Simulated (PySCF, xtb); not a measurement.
C2H7ClSi2, SMILES Cl[Si@@H]1CC[SiH2]1.

GFN2-xTB (xtb 6.7.1) at its own geometry gives an orbital gap of 3.95 eV and a dipole moment of 1.71 D.

Geometry: PBE0-D3(BJ)/def2-SVP. The structure was generated by enumeration; whether it is a known compound was not checked.

Problem. What does PBE/def2-TZVP run with PySCF give? (An estimate is asked for; the answer gives what the named calculation found.)

Solution. gap 5.22 eV (levels -6.39 and -1.17 eV), dipole 1.90 D.
